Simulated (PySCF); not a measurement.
Hexamethyleneimine, C₆H₁₃N.
Atom-mapped SMILES: `[CH2:1]1[CH2:2][CH2:3][CH2:4][NH:5][CH2:6][CH2:7]1` (hydrogens: H8, H9 on C1; H10, H11 on C2; H12, H13 on C3; H14, H15 on C4; H16 on N5; H17, H18 on C6; H19, H20 on C7)

Structure used (PBE0-D3(BJ)/def2-SVP), in Å, numbered top down from 1:
```
atom  x, y, z in Å
C1     0.692   -1.225   -0.731
C2    -0.622   -1.387    0.037
C3    -1.646   -0.299   -0.281
C4    -1.286    1.104    0.188
N5     0.012    1.559   -0.270
C6     1.126    1.014    0.482
C7     1.712   -0.272   -0.109
H8     0.448   -0.872   -1.746
H9     1.173   -2.208   -0.860
H10   -0.431   -1.426    1.125
H11   -1.069   -2.361   -0.221
H12   -1.798   -0.277   -1.374
H13   -2.620   -0.566    0.165
H14   -2.050    1.802   -0.191
H15   -1.357    1.134    1.300
H16    0.041    2.572   -0.238
H17    1.926    1.769    0.530
H18    0.828    0.825    1.537
H19    2.267   -0.787    0.693
H20    2.458   -0.017   -0.880
```

The closed-shell ground state was solved at several levels (PySCF, density fitting, gas phase, non-relativistic).

```
        level  basis functions  total energy (Eh)  HOMO (eV)  LUMO (eV)  gap (eV)  dipole (D)
PBE0/pcSseg-1              184          -290.8206      -6.33       1.29      7.62        0.91
  B3LYP/pcJ-1              319          -291.2319      -6.08       1.01      7.09        0.91
```

Q: What might CAM-B3LYP/def2-SVPD (244 basis functions) give for the same quantities?

A: Total energy -290.8505 Eh, HOMO -7.81 eV, LUMO 1.37 eV, gap 9.18 eV, dipole 0.90 D.

Q: Over all these levels, which gives the widest orbital gap and which the narrowest?

A: CAM-B3LYP/def2-SVPD (range-separated hybrid) has the widest, 9.18 eV, and B3LYP/pcJ-1 (global hybrid, 20 % exact exchange) the narrowest, 7.09 eV. Functional and basis both differ between the two, so the spread mixes both effects.

Q: How far do the dipole and the HOMO energy spread over the levels?

A: The dipole runs from 0.90 to 0.91 D (mean 0.91 D) and the HOMO from -7.81 to -6.08 eV.

One conformer stands for the species.
